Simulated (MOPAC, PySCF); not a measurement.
CH4B2O, SMILES `BB1OC1` (H–B–B–O torsion 92°), neutral singlet in the gas phase. 

Z-matrix (Å, degrees):
```
B
O 1 1.3424
C 2 1.4863 1 65.46
H 3 1.0845 2 113.16 1 -113.06
H 3 1.0845 4 115.55 2 132.73
B 1 1.6398 2 145.86 3 180.00
H 6 1.1919 1 121.29 2 92.29
H 6 1.1919 7 117.27 1 -175.62
```
Charge 0, multiplicity 1.

All levels are single points at this geometry (B3LYP-D3(BJ)/def2-TZVP); Pople sets use spherical d functions. Orbital energies aren't observables, and empty levels follow the basis.

| level | HOMO (eV) | LUMO (eV) | gap (eV) | dipole (D) | vertical IE, Delta-SCF (eV) |
|---|---|---|---|---|---|
| B3LYP-D3(BJ)/def2-TZVP in PySCF | -7.75 | -2.44 | 5.31 | 1.21 | 10.33 |
| B3LYP/6-31G* in PySCF | -7.44 | -2.03 | 5.41 | 1.20 | 10.14 |
| BP86/6-31G* in PySCF | -6.52 | -2.87 | 3.65 | 1.12 | – |
| M06-2X/6-31G* in PySCF | -8.91 | -0.91 | 8.00 | 1.28 | – |
| SVWN5/6-31G* in PySCF | -6.56 | -3.07 | 3.49 | 1.16 | 10.19 |
| HF/6-31G* in PySCF | -10.77 | 1.89 | 12.66 | 1.70 | 9.26 |
| AM1 in MOPAC | -10.42 | 0.84 | 11.26 | 1.80 | – |
| PM6 in MOPAC | -10.38 | -0.62 | 9.76 | 1.70 | – |
| PM7 in MOPAC | -10.59 | -0.63 | 9.95 | 1.10 | – |
